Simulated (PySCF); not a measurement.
**Excitation energy of Sc²⁺ by level of theory**

Sc²⁺ [Ar] 3d1 (2D) → Sc²⁺ [Ar] 4p1 (2P), as a difference of total energies. Calculation: PySCF 2.14, in x2c-TZVPPall (6s5p4d2f1g, 64 functions); the spin-free X2C one-electron Hamiltonian (Gaussian nucleus). Correlated levels: valence and next inner shell: [Ne] frozen. The calculations carry no spin-orbit coupling.

```csv
method,excitation energy (eV)
UHF,7.250
LDA,7.731
PBE,7.654
PBE0,7.722
r2SCAN,7.804
TPSS,7.791
M06-2X,7.506
PW91,7.712
B97-3,7.772
MP2 (valence and next inner shell),7.047
SCS-MP2 (valence and next inner shell),7.087
```

How much does correlation contribute at MP2 (valence and next inner shell)?

7.047 − (7.250) = -0.203 eV, measured against UHF.

A first-order spin-orbit estimate (lowest level to lowest level, LS coupling) adds -0.014 eV.

The basis was made for the ground configuration and has no added diffuse functions, so the excitation energy can come out too high.
